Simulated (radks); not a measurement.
Spin polarisation of the 3p5 shell in the potassium ion K2+. Start: [Ne] 3s2 3p(up 2.5, down 2.5); electrons of 3p are moved from spin down to spin up, other shells keep equal spins. Calculated with a radial shooting solver on a logarithmic mesh with Libxc functionals: scalar-relativistic Kohn-Sham, PBE, spin-polarised, spherical densities, finite nucleus; Fermi nuclear charge, rms radius of each element as measured or else 0.836 A^(1/3) + 0.57 fm.

moment (Bohr magnetons)	E - E(0) (eV)	e(3p up) (eV)	e(3p down) (eV)	3s down minus up (eV)	2p down minus up (eV)
0	0.000	-39.211	-39.211	0.000	0.000
0.25	-0.019	-39.360	-39.057	0.322	0.079
0.5	-0.076	-39.504	-38.897	0.645	0.158
0.75	-0.171	-39.644	-38.731	0.969	0.238
1	-0.304	-39.778	-38.560	1.294	0.317

At moment 1 the spin-polarisation energy is -0.304 eV and the 3p exchange splitting 1.218 eV, that is 1.218 eV per Bohr magneton; E = -I m^2/4 would give I = 1.216 eV.
